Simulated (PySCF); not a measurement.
FHOSe, SMILES O[Se]F. Heavy atoms are numbered as in [Se:1]([F:2])[OH:3]. Hydrogens are named by the atom that carries them.

Geometry optimised at B3LYP-D3(BJ)/def2-TZVP. One conformer was computed; it need not be the lowest.

Computed with KT2/pcSseg-2 (PySCF).

GIAO shieldings, no solvent; atoms alike by connectivity are averaged. δ = σ(ref) − σ: ⁷⁷Se against Me2Se (σ = 1704.9 ppm); ¹⁹F against CFCl3 (σ = 125.1 ppm); ¹⁷O against H2O (σ = 324.0 ppm); ¹H against TMS (σ = 31.47 ppm), references at their B3LYP-D3(BJ)/def2-TZVP geometries, non-relativistic.

```
nucleus    atoms  count  δ (ppm)
-------  -------  -----  -------
⁷⁷Se         Se1      1   2838.7
¹⁹F           F2      1   -256.8
¹⁷O      O3 (OH)      1    164.2
¹H       H on O3      1     7.62
```
